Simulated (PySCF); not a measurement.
# How methods differ on the ionisation energy of B+

B+ [He] 2s2 (1S) → B(2+) [He] 2s1 (2S), as a difference of total energies. All numbers are calculated (PySCF 2.14, the spin-free X2C one-electron Hamiltonian (Gaussian nucleus), in aug-cc-pVDZ-DK (4s3p2d, 23 functions)). Correlated levels: valence: 1s2 frozen. The calculations carry no spin-orbit coupling.

Task: Order these methods by the ionisation energy they give, lowest first.
A. PBE
B. MP2 (valence)
C. BP86
D. CCSD (valence)

Result: B (24.387 eV), A (24.665 eV), C (24.745 eV), D (25.095 eV).

Errors of the correlated levels include the incompleteness of this basis and the frozen core.

With two correlated electrons CCSD is exact in that space.

The coupled-cluster amplitudes are large for B+ (T1 above 0.03 or a double amplitude above 0.15), so a single reference is strained.

For comparison: 25.155 eV (measured; NIST Atomic Spectra Database, ionization energies).
